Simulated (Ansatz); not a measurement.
```yaml
crystal:
  periodic: [false, false, false]
  atoms:
    - {symbol: Ga, position_ang: [-0.657764, 3.064421, -1.907234]}
    - {symbol: B, position_ang: [0.616981, 0.788240, 0.996900]}
    - {symbol: Si, position_ang: [0.995421, -2.865810, 0.674664]}
    - {symbol: I, position_ang: [-3.118147, -1.805221, 2.787561]}
    - {symbol: H, position_ang: [1.299192, 4.760420, -3.393878]}
    - {symbol: H, position_ang: [-3.487028, 3.200156, -2.819204]}
    - {symbol: H, position_ang: [1.490017, 1.632528, 2.905286]}
    - {symbol: H, position_ang: [2.480072, -4.485579, 2.416299]}
    - {symbol: H, position_ang: [0.381239, -4.289153, -1.660393]}
basis:
  gaussian: {orbitals: ANO-RCC-VTZP}
hamiltonian: {xc: {name: RPBE}}
output: {forces: true}
```

```sh
$ ansatz run in.yaml --threads 4 --pin off --events-out ev --progress --plain --max-ram 10444MiB
```

Output, abridged:

```
Functional definition: RPBE
  name "RPBE"
  cite "Hammer, Hansen & Nørskov, Phys. Rev. B 59, 7413 (1999) doi:10.1103/PhysRevB.59.7413"
  cite "Perdew, Burke & Ernzerhof, Phys. Rev. Lett. 77, 3865 (1996) doi:10.1103/PhysRevLett.77.3865"
  parameter kappa = 0.804
  parameter beta = 0.06672455060314922
  exchange = rpbe_x(kappa = kappa, mu = beta*pi^2/3)
  correlation = pbe_c(beta = beta)
1950 factors; their error is unknown
mean field evaluation 1: about -255137.1480 eV, gradient 4.7e1 eV
mean field evaluation 2: about -254856.4135 eV, gradient 2.0e2 eV
mean field evaluation 4: about -255053.2172 eV, gradient 1.2e2 eV
mean field evaluation 8: about -255151.6208 eV, gradient 2.3e0 eV
mean field evaluation 16: about -255151.6362 eV, gradient 5.4e-3 eV
mean field evaluation 128: about -255151.6237 eV, gradient 1.8e-6 eV
mean field -255151.63621674 eV, -9376.6496829745 hartree, gradient 1.9e-6 eV, S^2 0.000000; 8 other end points of the search recorded, 0 dependent functions left out
the calculation of the forces begins
reference -255151.63634007 eV, -9376.6496875068 hartree; 54, 54 occupied and 191, 191 virtual orbitals, 1950 factors
Total energy: -255151.63634007 eV, -9376.6496875068 hartree
Relativity: scalar
Atom 0 at    -0.657764     3.064421    -1.907234 Å, force    -0.266083     0.450728    -0.635736 eV/Å
Atom 1 at     0.616981     0.788240     0.996900 Å, force     0.752027     0.576996     1.679108 eV/Å
Atom 2 at     0.995421    -2.865810     0.674664 Å, force     0.263524    -1.337282    -0.182835 eV/Å
Atom 3 at    -3.118147    -1.805221     2.787561 Å, force     0.322529    -0.014298    -0.172614 eV/Å
Atom 4 at     1.299192     4.760420    -3.393878 Å, force    -0.521146    -0.508252     0.461010 eV/Å
Atom 5 at    -3.487028     3.200156    -2.819204 Å, force     0.823678    -0.071538     0.304703 eV/Å
Atom 6 at     1.490017     1.632528     2.905286 Å, force    -0.837518    -0.847899    -1.810893 eV/Å
Atom 7 at     2.480072    -4.485579     2.416299 Å, force    -0.914202     0.926291    -1.082804 eV/Å
Atom 8 at     0.381239    -4.289153    -1.660393 Å, force     0.377192     0.825253     1.440062 eV/Å
Dipole moment:     0.666778     0.761584    -0.690428 e Å
```

(1) What is wrong with this run?

## Answers

(1) The coordinates are in bohr but typed as ångström. The calculation finished and met its thresholds. The result belongs to that input, not to the molecule as meant.
